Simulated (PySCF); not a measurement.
Predicted microwave data (PBE0/pcSseg-1 in PySCF (dipole) on a GFN2-xTB geometry, gas phase) for one isomer of C3H10F2OSi2:

```
Rotational constants : A = 2552, B = 644.8, C = 541.1 MHz
Dipole components    : |μa| = 2.78 D, |μb| = 0.09 D, |μc| = 0.09 D
Inertial defect      : -47.89 u·Å²
κ                    : -0.90
```

**Question.** Which candidate fits, each taken in the one conformer that was computed?
A. `[CH3:1][Si:2]([CH3:3])([CH2:4][F:5])[O:6][SiH2:7][F:8]` with C1–Si2–C4–F5 -65°, C1–Si2–O6–Si7 -25°, Si2–O6–Si7–F8 -23°
B. `[CH3:1][SiH2:2][O:3][Si@H:4]([CH3:5])[CH:6]([F:7])[F:8]` with C1–Si2–O3–Si4 -52°, Si2–O3–Si4–C5 152°, O3–Si4–C6–F7 -60°
C. `[CH3:1][Si@@H:2]([F:3])[CH2:4][C@H:5]([F:6])[SiH2:7][OH:8]` with C1–Si2–C4–C5 73°, Si2–C4–C5–F6 -57°, C4–C5–Si7–O8 -65°, C5–Si7–O8–H 179°

**Answer.** C. It is C[Si@@H](F)C[C@H](F)[SiH2]O, an asymmetric top, point group C1. The candidates at the same level (rigid rotor, commonest isotopes):

```tsv
SMILES	A (MHz)	B (MHz)	C (MHz)	μa (D)	μb (D)	μc (D)	Δ (u·Å²)	point group	rotor
C[Si](C)(CF)O[SiH2]F	2007	751.4	698.1	0.95	1.68	0.50	-200.50	C1	near-prolate asymmetric top
C[SiH2]O[Si@H](C)C(F)F	1801	906.5	672.9	1.39	1.22	1.37	-87.06	C1	asymmetric top
C[Si@@H](F)C[C@H](F)[SiH2]O	2552	644.8	541.1	2.78	0.09	0.09	-47.89	C1	asymmetric top
```

`C[SiH2]O[Si@H](C)C(F)F` has B 41 % too high; `C[Si](C)(CF)O[SiH2]F` has C 29 % too high. No structure here is proved a minimum.
